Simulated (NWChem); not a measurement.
System: C4H5Cl; SMILES C(Cl)=C=CC

Computed with NWChem. Medium grid unless said otherwise, to which SCAN and Minnesota functionals are sensitive. Structure relaxed at the PBE0/def2-SVP level.

### Question
Estimate the computed values for M06-2X/def2-TZVP. Quantities: highest occupied level (eV); orbital gap (eV); dipole (D).

### Answer
```json
{
 "highest occupied level (eV)": "-8.42",
 "orbital gap (eV)": "8.84",
 "dipole (D)": "2.19"
}
```
